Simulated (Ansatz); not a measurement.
Input file for Ansatz (a program for electronic structure): R-revPBE/def2-TZVPP on C4H10O (SMILES CC(C)CO).

Ansatz 0.2 input:
```yaml
crystal:
  periodic: [false, false, false]
  atoms:
    - {symbol: C, position_ang: [-1.21828635, -0.91564839, -0.26228531]}
    - {symbol: C, position_ang: [-0.35000724, 0.16106630, 0.39040856]}
    - {symbol: C, position_ang: [-0.32990552, 1.44525846, -0.44005841]}
    - {symbol: C, position_ang: [1.06009614, -0.34904279, 0.66243743]}
    - {symbol: O, position_ang: [1.68603418, -0.67777777, -0.57735481]}
    - {symbol: H, position_ang: [-1.26287035, -1.81620040, 0.35450793]}
    - {symbol: H, position_ang: [-0.81590312, -1.19552885, -1.23640622]}
    - {symbol: H, position_ang: [-2.23869988, -0.55534071, -0.40595346]}
    - {symbol: H, position_ang: [-0.77457001, 0.39488561, 1.37395326]}
    - {symbol: H, position_ang: [0.25802224, 2.22471169, 0.05005196]}
    - {symbol: H, position_ang: [0.10831397, 1.26138794, -1.42154200]}
    - {symbol: H, position_ang: [-1.34186194, 1.82815530, -0.58510406]}
    - {symbol: H, position_ang: [1.01036034, -1.23263536, 1.31149792]}
    - {symbol: H, position_ang: [1.63422577, 0.42548542, 1.18680632]}
    - {symbol: H, position_ang: [2.57505175, -0.99877645, -0.40095913]}
basis:
  gaussian:
    orbitals: def2-TZVPP
hamiltonian:
  xc: {name: revPBE}
scf: {lower_state_search: off}
```

The head of its log:

```
WARN ansatz: RAYON_NUM_THREADS=1 ignored (pool sized by the plan → 1); use --threads N
Functional definition: revPBE
these checks for a lower state are left out or cut short: stability, starts, cluster_reference, orbital_swaps, neighbouring_geometries, increment
integrals: 0.23 GiB planned
1461 factors; their error is unknown
mean field: 1.80 GiB planned
mean field evaluation 1: about -6341.1365 eV, gradient 8.9e1 eV
mean field evaluation 2: about -6300.1442 eV, gradient 1.6e2 eV
```

Task: What total energy does the run end on?

Result: -233.6813 hartree.
